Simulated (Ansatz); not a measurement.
Geometry optimisation, Ansatz 0.2.0, RHF/def2-SVP.

The input (input.yaml):

```yaml
crystal:
  periodic: [false, false, false]
  atoms:
    - { symbol: W, position_ang: [0.0, 0.0, 0.0] }
    - { symbol: F, position_ang: [0.0, 0.0, 1.85] }
    - { symbol: H, position_ang: [1.72, 0.0, 0.0] }
    - { symbol: H, position_ang: [0.0, 1.72, 0.0] }
    - { symbol: H, position_ang: [-1.72, 0.0, 0.0] }
    - { symbol: F, position_ang: [0.0, -1.85, 0.0] }
    - { symbol: H, position_ang: [0.0, 0.0, -1.72] }
basis:
  gaussian: { orbitals: def2-SVP }
hamiltonian:
  xc: hf
relax:
  f_tol: 0.02
  max_steps: 40
```

Launched with:

```bash
$ ansatz run input.yaml --threads 1 --pin off --max-ram 2048MiB --backend cpu --events-out ev --progress --plain --runs-dir out
```

Problem. Where does it end, and by what steps?

Solution. The run converged. After 8 steps the energy has fallen by 3.167 eV; H3 moved furthest, 0.50 Å.

```json
{"step": "0", "energy less start (eV)": "0.0000", "largest force component (eV/Å)": "3.212", "accepted": "yes"}
{"step": "1", "energy less start (eV)": "-1.1703", "largest force component (eV/Å)": "1.691", "accepted": "yes"}
{"step": "2", "energy less start (eV)": "-2.0933", "largest force component (eV/Å)": "2.028", "accepted": "yes"}
{"step": "3", "energy less start (eV)": "-2.8831", "largest force component (eV/Å)": "1.268", "accepted": "yes"}
{"step": "4", "energy less start (eV)": "-3.1175", "largest force component (eV/Å)": "0.835", "accepted": "yes"}
{"step": "5", "energy less start (eV)": "-3.1599", "largest force component (eV/Å)": "0.136", "accepted": "yes"}
{"step": "6", "energy less start (eV)": "-3.1661", "largest force component (eV/Å)": "0.092", "accepted": "yes"}
{"step": "7", "energy less start (eV)": "-3.1670", "largest force component (eV/Å)": "0.043", "accepted": "yes"}
{"step": "8", "energy less start (eV)": "-3.1673", "largest force component (eV/Å)": "0.001", "accepted": "yes"}
```

```xyz
7
Properties=species:S:1:pos:R:3
W 0.000 -0.317 0.317
F 0.000 0.355 2.084
H 1.424 0.283 -0.283
H 0.000 1.299 -0.052
H -1.424 0.283 -0.283
F 0.000 -2.084 -0.355
H 0.000 0.052 -1.299
```

Run time: 12 s on 1 thread of INTEL(R) XEON(R) PLATINUM 8581C CPU @ 2.10GHz (Emerald Rapids), on a shared host, peak memory 0.16 GiB.
